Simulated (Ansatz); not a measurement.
Start from `[GaH2][O]/C=C/Br` and change one atom or group to get `[SiH3]/C=C/Br`.

Ansatz, PBE0-D4/def2-TZVP geometries, multiplicity 1. Each molecule was computed in one conformer, which needn't be the lowest.

Scalar relativity is left out up to krypton. Spin–orbit coupling is left out; it splits and shifts lone-pair levels of the heavy atoms by tenths of an eV.

| property | `[GaH2][O]/C=C/Br` |
| --- | --- |
| LUMO energy (ωB97M-V/def2-TZVPP) / eV | -0.07 |
| LUMO energy (PBE0/def2-TZVPP) / eV | -1.76 |
| HOMO energy (B3LYP/def2-TZVPP) / eV | -6.27 |
| size of the dipole moment (PBE/def2-TZVPP) / D | 2.49 |
| size of the dipole moment (B3LYP/def2-TZVPP) / D | 2.67 |
| HOMO energy (ωB97M-V/def2-TZVPP) / eV | -8.62 |

Give the same properties after the change, and the shifts. (Best estimate.)

Computed: 
| property | `[SiH3]/C=C/Br` | shift |
| --- | --- | --- |
| LUMO energy (ωB97M-V/def2-TZVPP) / eV | 1.26 | 1.33 |
| LUMO energy (PBE0/def2-TZVPP) / eV | -0.84 | 0.92 |
| HOMO energy (B3LYP/def2-TZVPP) / eV | -7.31 | -1.04 |
| size of the dipole moment (PBE/def2-TZVPP) / D | 0.77 | -1.72 |
| size of the dipole moment (B3LYP/def2-TZVPP) / D | 0.88 | -1.79 |
| HOMO energy (ωB97M-V/def2-TZVPP) / eV | -9.68 | -1.06 |

With PBE0 the HOMO falls by 1.08 eV and the LUMO rises by 0.92 eV, so the gap widens by about 2.00 eV. PBE moves the HOMO by -1.05 eV and ωB97M-V by -1.06 eV. Dipoles are sizes alone; their direction can turn.

Positive LUMOs are unbound, so they and the gaps depend on the basis.

B3LYP here is the variant with VWN-RPA as its local correlation; programs differ in this.
